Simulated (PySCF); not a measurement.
C₄H₁₀O, charge +1, doublet, geometry from GFN2-xTB (a state made from the parent by changing its charge; the spin is typed, not shown lowest); PySCF with M06L/STO-3G.

The PySCF input:
```python
from pyscf import gto, scf, dft

mol = gto.M(
    atom='''
C    -2.35982969   -0.03023635    0.13916635
C    -0.97011987    0.00027248   -0.40685575
C     0.09692071   -0.53950406    0.56070054
C     1.45683769   -0.39082859   -0.09074227
O     1.77147372    0.95186914   -0.13961120
H    -2.76897938   -1.04563552    0.20110872
H    -3.03834302    0.48591634   -0.54588573
H    -2.40990028    0.39659707    1.13937189
H    -0.62619785    1.03693804   -0.58850743
H    -0.93117855   -0.49041316   -1.38693177
H     0.07997256    0.02408467    1.49361956
H    -0.12117966   -1.58875650    0.77466880
H     1.48827799   -0.85532211   -1.09316915
H     2.20739124   -0.94983897    0.50690880
H     2.60549408    1.13325596   -0.59790727
''',
    basis='sto-3g',
    charge=1,
    spin=1,
    verbose=4,
)

mf = dft.UKS(mol)
mf.xc = 'm06l'
mf.grids.prune = None
mf.kernel()
```

Task: What does PySCF print? Leave out banner, timings and long lists.

Result: 
```
PySCF version 2.14.0

[INPUT] verbose = 4
[INPUT] num. atoms = 15
[INPUT] num. electrons = 41
[INPUT] charge = 1
[INPUT] spin (= nelec alpha-beta = 2S) = 1
[INPUT] symmetry False subgroup None
[INPUT] Mole.unit = angstrom
[INPUT] Symbol           X                Y                Z      unit          X                Y                Z       unit  Magmom
[INPUT]  1 C     -2.359829690000  -0.030236350000   0.139166350000 AA   -4.459431814717  -0.057138420506   0.262986287255 Bohr   0.0
[INPUT]  2 C     -0.970119870000   0.000272480000  -0.406855750000 AA   -1.833260862299   0.000514912574  -0.768845939705 Bohr   0.0
[INPUT]  3 C      0.096920710000  -0.539504060000   0.560700540000 AA    0.183153597698  -1.019514916491   1.059570458496 Bohr   0.0
[INPUT]  4 C      1.456837690000  -0.390828590000  -0.090742270000 AA    2.753024242044  -0.738558996750  -0.171478038221 Bohr   0.0
[INPUT]  5 O      1.771473720000   0.951869140000  -0.139611200000 AA    3.347600167664   1.798771981025  -0.263826931922 Bohr   0.0
[INPUT]  6 H     -2.768979380000  -1.045635520000   0.201108720000 AA   -5.232612672768  -1.975964758917   0.380040402062 Bohr   0.0
[INPUT]  7 H     -3.038343020000   0.485916340000  -0.545885730000 AA   -5.741636180284   0.918248802051  -1.031574525008 Bohr   0.0
[INPUT]  8 H     -2.409900280000   0.396597070000   1.139371890000 AA   -4.554051516713   0.749459844105   2.153100826128 Bohr   0.0
[INPUT]  9 H     -0.626197850000   1.036938040000  -0.588507430000 AA   -1.183342436291   1.959528903743  -1.112117864972 Bohr   0.0
[INPUT] 10 H     -0.931178550000  -0.490413160000  -1.386931770000 AA   -1.759672432570  -0.926746560283  -2.620921198758 Bohr   0.0
[INPUT] 11 H      0.079972560000   0.024084670000   1.493619560000 AA    0.151126235880   0.045513430101   2.822531902693 Bohr   0.0
[INPUT] 12 H     -0.121179660000  -1.588756500000   0.774668800000 AA   -0.228996369268  -3.002314663623   1.463911869245 Bohr   0.0
[INPUT] 13 H      1.488277990000  -0.855322110000  -1.093169150000 AA    2.812437798318  -1.616324536185  -2.065790301324 Bohr   0.0
[INPUT] 14 H      2.207391240000  -0.949838970000   0.506908800000 AA    4.171364893364  -1.794935515739   0.957918802132 Bohr   0.0
[INPUT] 15 H      2.605494080000   1.133255960000  -0.597907270000 AA    4.923670230376   2.141543393431  -1.129880988186 Bohr   0.0

nuclear repulsion = 189.955754707696
number of shells = 25
number of NR pGTOs = 105
number of NR cGTOs = 35
basis = sto-3g
ecp = {}

******** <class 'pyscf.dft.uks.UKS'> ********
method = UKS
initial guess = minao
damping factor = 0
level_shift factor = 0
DIIS = <class 'pyscf.scf.diis.CDIIS'>
diis_start_cycle = 1
diis_space = 8
diis_damp = 0
SCF conv_tol = 1e-09
SCF conv_tol_grad = None
SCF max_cycles = 50
direct_scf = True
direct_scf_tol = 1e-13
number electrons alpha = 21  beta = 20
XC library pyscf.dft.libxc version 7.1.2
    S. Lehtola, C. Steigemann, M. J. T. Oliveira, and M. A. L. Marques,  SoftwareX 7, 1–5 (2018)
XC functionals = m06l
    Y. Zhao and D. G. Truhlar,  J. Chem. Phys. 125, 194101 (2006)
    Y. Zhao and D. G. Truhlar,  J. Chem. Phys. 125, 194101 (2006)
    Y. Zhao and D. G. Truhlar,  Theor. Chem. Acc. 120, 215 (2008)
radial grids:
    Treutler-Ahlrichs [JCP 102, 346 (1995); DOI:10.1063/1.469408] (M4) radial grids

becke partition: Becke, JCP 88, 2547 (1988); DOI:10.1063/1.454033
pruning grids: None
grids dens level: 3
symmetrized grids: False
atomic radii adjust function: <function treutler_atomic_radii_adjust>
small_rho_cutoff = 0
Set gradient conv threshold to 3.16228e-05
tot grids = 264256
init E= -230.903083648955

cycle= 1 E= -230.312368620903  delta_E= 0.591  |g|= 0.228  |ddm|= 3.18
cycle= 2 E= -230.165399605784  delta_E= 0.147  |g|= 0.358  |ddm|= 1.29
cycle= 3 E= -230.267549462553  delta_E= -0.102  |g|= 0.325  |ddm|= 1.33
cycle= 4 E= -230.33914750503  delta_E= -0.0716  |g|= 0.124  |ddm|= 0.365
cycle= 5 E= -230.357071394313  delta_E= -0.0179  |g|= 0.0344  |ddm|= 0.486
cycle= 6 E= -230.358395425744  delta_E= -0.00132  |g|= 0.0111  |ddm|= 0.123
cycle= 7 E= -230.35838378631  delta_E= 1.16e-05  |g|= 0.0116  |ddm|= 0.0551
cycle= 8 E= -230.358446533459  delta_E= -6.27e-05  |g|= 0.00795  |ddm|= 0.00704
cycle= 9 E= -230.358505109149  delta_E= -5.86e-05  |g|= 0.00392  |ddm|= 0.0119
cycle= 10 E= -230.358523647886  delta_E= -1.85e-05  |g|= 0.000399  |ddm|= 0.0103
cycle= 11 E= -230.358523809786  delta_E= -1.62e-07  |g|= 0.000113  |ddm|= 0.00079
cycle= 12 E= -230.358523816984  delta_E= -7.2e-09  |g|= 7.96e-05  |ddm|= 0.000115
cycle= 13 E= -230.358523822728  delta_E= -5.74e-09  |g|= 3.33e-05  |ddm|= 0.000119
cycle= 14 E= -230.358523824007  delta_E= -1.28e-09  |g|= 6.97e-06  |ddm|= 7.39e-05
cycle= 15 E= -230.358523824068  delta_E= -6.13e-11  |g|= 1.02e-06  |ddm|= 2.32e-05
Extra cycle  E= -230.358523824  delta_E= 6.77e-11  |g|= 7.77e-06  |ddm|= 2.36e-05
converged SCF energy = -230.358523824  <S^2> = 0.75204552  2S+1 = 2.0020445
```
